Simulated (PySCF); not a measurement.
Metal–ligand bonds in Cd(Cl)1–Y. Gas-phase values, no solvent. One relaxed conformer stands for each flexible species; it need not be the lowest. Multiplicities are imposed; where one is given, others were not computed. Strings in code marks are SMILES.

The HOMO–LUMO gap from two functionals at the same geometries (r2SCAN-D4/def2-SVP), both in PySCF: PBE-D3(BJ)/def2-TZVP and B3LYP-D3(BJ)/def2-TZVP. B3LYP has the VWN-RPA correlation part, as in Gaussian. 

```json
[
 {"species": "Y = Cl ([Cd(Cl)2])", "PBE-D3(BJ)/def2-TZVP (eV)": "4.37"},
 {"species": "Y = F ([Cd(Cl)(F)])", "PBE-D3(BJ)/def2-TZVP (eV)": "4.45"},
 {"species": "Y = NH2", "PBE-D3(BJ)/def2-TZVP (eV)": "3.88"},
 {"species": "Y = CH3 ([Cd(Cl)(CH3)])", "PBE-D3(BJ)/def2-TZVP (eV)": "5.26"}
]
```

Question: What does B3LYP-D3(BJ)/def2-TZVP give for each?

Answer: 
- Y = Cl ([Cd(Cl)2]): 6.03
- Y = F ([Cd(Cl)(F)]): 6.17
- Y = NH2: 5.50
- Y = CH3 ([Cd(Cl)(CH3)]): 6.86
Over these rows, drawn at random from the members with no instability flagged (it was tested for open shells, ions and some series alone), PBE minus B3LYP-D3(BJ): mean -1.65 eV, from -1.72 eV to -1.60 eV.
